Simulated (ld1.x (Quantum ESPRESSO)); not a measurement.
**u(r) = r·R(r): atom against pseudo-atom (platinum)**

Columns: radius, all-electron u(r) and pseudo u(r) of the 6s shell (level -5.70 eV) of platinum in the configuration [Kr] 4d10 4f14 5s2 5p6 5d9 6s1 6p0; PBEsol, scalar-relativistic, TM scheme, ld1.x (Quantum ESPRESSO) 7.5.

| r (bohr) | all-electron | pseudo |
| --- | --- | --- |
| 0.098 | 0.0656 | -0.0171 |
| 0.195 | 0.0386 | -0.0341 |
| 0.292 | -0.1776 | -0.0512 |
| 0.390 | -0.1474 | -0.0685 |
| 0.488 | 0.0248 | -0.0859 |
| 0.585 | 0.1891 | -0.1035 |
| 0.682 | 0.2847 | -0.1217 |
| 0.780 | 0.3040 | -0.1411 |
| 0.878 | 0.2621 | -0.1623 |
| 0.975 | 0.1809 | -0.1857 |
| 1.072 | 0.0787 | -0.2127 |
| 1.170 | -0.0321 | -0.2446 |
| 1.268 | -0.1409 | -0.2821 |
| 1.365 | -0.2408 | -0.3251 |
| 1.463 | -0.3311 | -0.3741 |
| 1.560 | -0.4083 | -0.4262 |
| 1.658 | -0.4740 | -0.4793 |
| 1.755 | -0.5273 | -0.5282 |
| 1.852 | -0.5700 | -0.5700 |
| 1.950 | -0.6032 | -0.6032 |
| 2.047 | -0.6273 | -0.6273 |
| 2.145 | -0.6440 | -0.6440 |
| 2.242 | -0.6541 | -0.6541 |
| 2.340 | -0.6584 | -0.6584 |
| 2.438 | -0.6580 | -0.6580 |
| 2.535 | -0.6534 | -0.6534 |

(1) How many radial nodes do the two functions have?

(2) At about which radius was the pseudo-wave matched?

(3) Is the pseudo-wave norm-conserving?

## Answers

(1) The all-electron 6s function has n − l − 1 = 5 (the table is too coarse to show those close to the nucleus); the pseudo-wave has 0, since the states of the same l below it are removed with the core.

(2) 1.95 bohr. The columns agree to 0.0005 from 1.85 bohr on; several derivatives are matched, so the curves merge somewhat inside the radius.

(3) Yes: the TM scheme keeps the norm inside the radius equal to the all-electron one, which fixes the energy derivative of the logarithmic derivative at the level.
